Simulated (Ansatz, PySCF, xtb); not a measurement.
Pair of molecules: H2S (SMILES S) (first 3 atoms) with CH5N (SMILES CN); geometry from B3LYP-D3(BJ)/def2-TZVP, rigid monomers moved along the line of their centres of mass till H2···N5 is 2.90 Å.
(charge 0, multiplicity 1):
```xyz
10

S      0.2986     0.1311    -0.1314
H      0.5133     0.2579     1.2085
H      0.5767    -1.1820    -0.1245
C     -0.7841    -0.3942     4.4627
N      0.4216     0.3558     4.1033
H     -0.6725    -1.4279     4.1338
H     -1.6366     0.0246     3.9276
H     -1.0154    -0.3981     5.5343
H      1.2422    -0.0291     4.5553
H      0.3480     1.3245     4.3902
```

Counterpoise-corrected where a basis set is named; no monomer relaxation. Rows marked so take none.

Rows in 6-31G* carry no dispersion term and start afresh at each structure (6-31G* with six Cartesian d functions).

The values were computed with Ansatz (a first-principles code); PySCF for 6-31G* rows, the dispersion terms; xtb for the GFN methods. 

Question: One of these levels gives -9.3 kJ/mol for the interaction energy. Which?
(A) M06-2X/6-31G* (no counterpoise)
(B) PBE-D3(BJ)/def2-TZVPPD
(C) GFN-FF

Answer: C, GFN-FF. The others give -12.4 (PBE-D3(BJ)/def2-TZVPPD), -13.7 (M06-2X/6-31G* (no counterpoise))
